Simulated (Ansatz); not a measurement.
Tetramethylammonium mesylate, `CS(=O)(=O)[O-].C[N+](C)(C)C`. Charge 0, multiplicity 1. Geometry PBE-D4/def2-SVP, basis def2-TZVP, Ansatz.

```csv
run,HOMO (eV),LUMO (eV)
A,-5.03,-0.34
B,-4.69,-0.88
C,-6.30,-0.05
D,-5.89,-0.42
```

HSE06 is defined as in plane-wave codes, on full-range PBE exchange.

Q: The runs used HSE06, PBE, PBE0, r2SCAN. Estimate which is which.

A: A r2SCAN (0 % exact exchange); B PBE (0 % exact exchange); C PBE0 (25 % exact exchange); D HSE06 (range-separated). Exact exchange lowers occupied and raises empty levels; among semilocal functionals meta-GGAs tend to open the gap a little, and such runs are hard to tell apart. The gap grows from 3.81 eV (PBE) to 6.25 eV (PBE0).
